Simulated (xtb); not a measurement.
Input for xtb: GFN2-xTB on WO+, 2S+1 = 4, a spin state set in the input, which need not be the lowest, a point of a bond scan (R = 1.558 Å). Charge +1.

```
$ xtb mol.xyz --gfn 2 --sp --chrg 1 --uhf 3
2

W      0.00000000     0.00000000     0.00000000
O      0.00000000     0.00000000     1.55799600
```

Program output:

```
[...]
           -------------------------------------------------
          |                Calculation Setup                |
           -------------------------------------------------



           -------------------------------------------------
          |                 G F N 2 - x T B                 |
           -------------------------------------------------

        Reference                      10.1021/acs.jctc.8b01176
      * Hamiltonian:
        H0-scaling (s, p, d)           1.850000    2.230000    2.230000
        zeta-weighting                 0.500000
      * Dispersion:
        s8                             2.700000
        a1                             0.520000
        a2                             5.000000
        s9                             5.000000
      * Repulsion:
        kExp                           1.500000    1.000000
        rExp                           1.000000
      * Coulomb:
        alpha                          2.000000
        third order                    shell-resolved
        anisotropic                    true
        a3                             3.000000
        a5                             4.000000
        cn-shift                       1.200000
        cn-exp                         4.000000
        max-rad                        5.000000


          ...................................................
          :                      SETUP                      :
          :.................................................:
          :  # basis functions                  14          :
          :  # atomic orbitals                  13          :
          :  # shells                            5          :
          :  # electrons                        11          :
          :  max. iterations                   250          :
          :  Hamiltonian                  GFN2-xTB          :
          :  restarted?                      false          :
          :  GBSA solvation                  false          :
          :  PC potential                    false          :
          :  electronic temp.          300.0000000     K    :
          :  accuracy                    1.0000000          :
          :  -> integral cutoff          0.2500000E+02      :
          :  -> integral neglect         0.1000000E-07      :
          :  -> SCF convergence          0.1000000E-05 Eh   :
          :  -> wf. convergence          0.1000000E-03 e    :
          :  Broyden damping             0.4000000          :
          :  net charge                          1          :
          :  unpaired electrons                  3          :
          ...................................................

 iter      E             dE          RMSdq      gap      omega  full diag
   1      3.6103695  0.361037E+01  0.438E+01    0.05       0.0  T
   2     -2.4533079 -0.606368E+01  0.732E+01    0.54       1.0  T
   3     -2.6769077 -0.223600E+00  0.936E+01    1.36       1.0  T
   4     -4.3336942 -0.165679E+01  0.419E+01    0.00       1.0  T
   5     -4.8825721 -0.548878E+00  0.198E+01    0.43       1.0  T
   6     -4.5078862  0.374686E+00  0.552E+01    0.00       1.0  T
   7     -4.5041120  0.377423E-02  0.523E+01    0.00       1.0  T
   8      0.6814468  0.518556E+01  0.515E+01    0.01       1.0  T
   9     -4.9714594 -0.565291E+01  0.439E+01    0.00       1.0  T
  10     -5.4844261 -0.512967E+00  0.817E+00    0.60       1.0  T
  11     -5.4180114  0.664147E-01  0.864E+00    0.62       1.0  T
  12     -5.6171809 -0.199169E+00  0.180E+01    0.47       1.0  T
  13     -5.6115108  0.567007E-02  0.183E+01    0.47       1.0  T
  14     -5.6172763 -0.576545E-02  0.177E+01    0.50       1.0  T
  15     -5.6229267 -0.565044E-02  0.175E+01    0.53       1.0  T
  16     -5.6181268  0.479993E-02  0.217E+01    0.61       1.0  T
  17     -5.6265655 -0.843868E-02  0.207E+01    0.67       1.0  T
  18     -5.6510955 -0.245301E-01  0.172E+01    0.73       1.0  T
  19     -5.6725949 -0.214994E-01  0.115E+01    0.80       1.0  T
  20     -5.6888147 -0.162198E-01  0.968E+00    0.77       1.0  T
  21     -5.6941797 -0.536500E-02  0.835E+00    0.80       1.0  T
  22     -5.6973752 -0.319553E-02  0.746E+00    0.81       1.0  T
  23     -5.7091000 -0.117247E-01  0.235E+00    0.87       1.0  T
  24     -5.7094937 -0.393763E-03  0.102E+00    0.88       1.0  T
  25     -5.7092792  0.214496E-03  0.973E-01    0.88       1.0  T
  26     -5.7101534 -0.874178E-03  0.517E-01    0.89       1.0  T
  27     -5.7101723 -0.188355E-04  0.107E-01    0.88       1.0  T
  28     -5.7102067 -0.344058E-04  0.454E-02    0.88       1.6  T
  29     -5.7102102 -0.355026E-05  0.323E-02    0.88       2.2  T
  30     -5.7102098  0.452462E-06  0.410E-02    0.88       1.7  T
  31     -5.7102106 -0.810507E-06  0.159E-02    0.88       4.5  T
  32     -5.7102108 -0.176415E-06  0.192E-03    0.88      36.8  T
  33     -5.7102108  0.422595E-10  0.264E-03    0.88      26.7  T
  34     -5.7102108 -0.265369E-08  0.882E-04    0.88      80.2  T
  35     -5.7102108 -0.151752E-09  0.395E-05    0.88    1791.1  T

   *** convergence criteria satisfied after 35 iterations ***

         #    Occupation            Energy/Eh            Energy/eV
      -------------------------------------------------------------
         1        2.0000           -1.0788896             -29.3581
         2        2.0000           -0.8900832             -24.2204
         3        2.0000           -0.8868146             -24.1315
         4        2.0000           -0.8868146             -24.1315
         5        1.0000           -0.8228856             -22.3919
         6        1.0000           -0.7350349             -20.0013
         7        1.0000           -0.7350349             -20.0013 (HOMO)
         8                         -0.7028146             -19.1246 (LUMO)
         9                         -0.7028146             -19.1246
        10                         -0.6603728             -17.9697
        11                         -0.5479506             -14.9105
        12                         -0.5479505             -14.9105
        13                         -0.0712979              -1.9401
      -------------------------------------------------------------
                  HL-Gap            0.0322203 Eh            0.8768 eV
             Fermi-level           -0.7867166 Eh          -21.4076 eV

 SCC (total)                   0 d,  0 h,  0 min,  0.004 sec
 SCC setup                      ...        0 min,  0.000 sec (  2.693%)
 Dispersion                     ...        0 min,  0.000 sec (  0.998%)
 classical contributions        ...        0 min,  0.000 sec (  0.670%)
 integral evaluation            ...        0 min,  0.000 sec (  7.911%)
 iterations                     ...        0 min,  0.003 sec ( 76.326%)
 molecular gradient             ...        0 min,  0.000 sec (  8.611%)
 printout                       ...        0 min,  0.000 sec (  2.379%)

         :::::::::::::::::::::::::::::::::::::::::::::::::::::
         ::                     SUMMARY                     ::
         :::::::::::::::::::::::::::::::::::::::::::::::::::::
         :: total energy              -5.649711199657 Eh    ::
         :: gradient norm              0.295569895028 Eh/a0 ::
         :: HOMO-LUMO gap              0.876759033054 eV    ::
         ::.................................................::
         :: SCC energy                -5.710210756646 Eh    ::
         :: -> isotropic ES            0.168208901986 Eh    ::
         :: -> anisotropic ES         -0.002503733854 Eh    ::
         :: -> anisotropic XC          0.001572755749 Eh    ::
         :: -> dispersion             -0.000458688760 Eh    ::
         :: repulsion energy           0.060499556989 Eh    ::
         :: add. restraining           0.000000000000 Eh    ::
Note: The following floating-point exceptions are signalling: IEEE_UNDERFLOW_FLAG IEEE_DENORMAL
normal termination of xtb
         :: total charge               0.999999999998 e     ::
         :::::::::::::::::::::::::::::::::::::::::::::::::::::

           -------------------------------------------------
          |                Property Printout                |
           -------------------------------------------------

    * Orbital Energies and Occupations

         #    Occupation            Energy/Eh            Energy/eV
      -------------------------------------------------------------
         1        2.0000           -1.0788896             -29.3581
         2        2.0000           -0.8900832             -24.2204
         3        2.0000           -0.8868146             -24.1315
         4        2.0000           -0.8868146             -24.1315
         5        1.0000           -0.8228856             -22.3919
         6        1.0000           -0.7350349             -20.0013
         7        1.0000           -0.7350349             -20.0013 (HOMO)
         8                         -0.7028146             -19.1246 (LUMO)
         9                         -0.7028146             -19.1246
        10                         -0.6603728             -17.9697
        11                         -0.5479506             -14.9105
        12                         -0.5479505             -14.9105
        13                         -0.0712979              -1.9401
      -------------------------------------------------------------
                  HL-Gap            0.0322203 Eh            0.8768 eV
             Fermi-level           -0.7867166 Eh          -21.4076 eV

     #   Z          covCN         q      C6AA      α(0)
     1  74 W        0.830     0.830   613.399    61.747
     2   8 O        0.830     0.170    13.028     4.839

 Mol. C6AA /au·bohr⁶  :        784.802022
 Mol. C8AA /au·bohr⁸  :     108098.557775
 Mol. α(0) /au        :         66.586290


Wiberg/Mayer (AO) data.
largest (>0.10) Wiberg bond orders for each atom

 ---------------------------------------------------------------------------
     #   Z sym  total        # sym  WBO       # sym  WBO       # sym  WBO
 ---------------------------------------------------------------------------
     1  74 W    2.973 --     2 O    2.973
     2   8 O    2.973 --     1 W    2.973
 ---------------------------------------------------------------------------

Topologies differ in total number of bonds
Writing topology from bond orders to xtbtopo.mol

molecular dipole:
                 x           y           z       tot (Debye)
 q only:        0.000       0.000       0.501
   full:        0.000      -0.000      -1.159       2.947
molecular quadrupole (traceless):
                xx          xy          yy          xz          yz          zz
 q only:       -0.737       0.000      -0.737       0.000       0.000       1.474
  q+dip:       -0.789       0.000      -0.789      -0.000       0.000       1.578
   full:       -0.894       0.000      -0.894      -0.000       0.000       1.788


           -------------------------------------------------
          | TOTAL ENERGY               -5.649711199657 Eh   |
          | GRADIENT NORM               0.295569895028 Eh/α |
          | HOMO-LUMO GAP               0.876759033054 eV   |
           -------------------------------------------------

------------------------------------------------------------------------
------------------------------------------------------------------------
 total:
 SCF:
```

The run finished.

Cost: very roughly 0.05 core-seconds.
